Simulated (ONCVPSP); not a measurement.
PBE ONCV dataset for Ru (Z = 44), scalar-relativistic all-electron reference.

ONCVPSP 4.0.1 input, shortened (lines: element, Z, core and valence counts, functional; n l f; lmax; l rc ep ncon nbas qcut; lloc lpopt rc5 dvloc0; l nproj debl; icmod fcfact rcfact), PBE, scalar-relativistic:

```
  Ru 44.00    6    4        4      upf
    1    0    2.00
    2    0    2.00
    2    1    6.00
    3    0    2.00
    3    1    6.00
    3    2   10.00
    4    0    2.00
    4    1    6.00
    4    2    7.50
    5    0    0.50
    2
    0    1.95    0.00    4    8    5.30
    1    1.70    0.00    4    8    7.60
    2    1.55    0.00    3    6    6.40
    4    5    1.05   -1.00
    0    2    3.50
    1    2    0.30
    2    1    1.90
    0    0.00    0.00
```

In the p channel the program set the typed energies aside and used -1.654, 0.250 Ha.

All-electron outer shells of the reference configuration (PBE, scalar-relativistic, ld1.x):

| shell | level (eV) | outermost node (bohr) | outermost maximum (bohr) |
| --- | --- | --- | --- |
| 3d | -271.56 | – | 0.30 |
| 4s | -74.90 | 0.48 | 0.92 |
| 4p | -45.01 | 0.49 | 0.98 |
| 4d | -4.12 | 0.48 | 1.23 |
| 5s | -3.80 | 1.24 | 2.80 |

**Question.** Estimate the cutoffs (Ha) at which the residual kinetic energy of the hardest occupied pseudo-wave falls to 1 and 0.1 mHa per electron.

**Answer.** 21 Ha and 52 Ha.

**Question.** What does a ghost test show?

**Answer.** No bound ghost flagged; GHOST(+) flagged for s at 68.6 eV.

**Question.** Which valence shell sets the plane-wave cutoff?

**Answer.** 4d: 21 Ha for 1 mHa per electron, against 14 Ha for 4p.

**Question.** Tests: 4s2 4p6 4d7 5s1; 4s2 4p6 4d7 5s0; 4s2 4p6 4d6 5s0; 4s2 4p6 4d6 5s1. Which has the largest error in its energy relative to the reference configuration, and how large is it?

**Answer.** 4s2 4p6 4d6 5s0, with -4.5 meV (all-electron minus pseudo) on +25.80 eV.
